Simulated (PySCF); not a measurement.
## PrH3: breathing scan

Computed with PBE0 in PySCF with Pr lcecp-1-TZVP with ECP48, H def2-TZVP; scalar-relativistic core potentials, no spin–orbit coupling; density-fitted integrals.

Rigid scan from the valence singlet (4f shell in the core) minimum (Pr–H 2.075 Å (×3); H–Pr–H 111.1° (×3)). Coordinate: all bonds to the central atom scaled together. Energies in kJ/mol from the minimum.

Task: Predict the curve at 0.88, 0.92, 0.96, 1.00, 1.04, 1.08, 1.14, 1.22, 1.35.

Result: 
```csv
scale of all bonds to the centre,E (kJ/mol),dipole size (D)
0.88,88.4,3.94
0.92,36.2,4.22
0.96,8.4,4.48
1.00,0.0,4.71
1.04,7.1,4.92
1.08,26.5,5.11
1.14,72.4,5.37
1.22,154.6,5.66
1.35,311.9,6.06
```

At long bonds a restricted determinant can lie too high, and another spin state can fall below this curve.

The 4f shell sits in the core potential, so its spin is not counted.
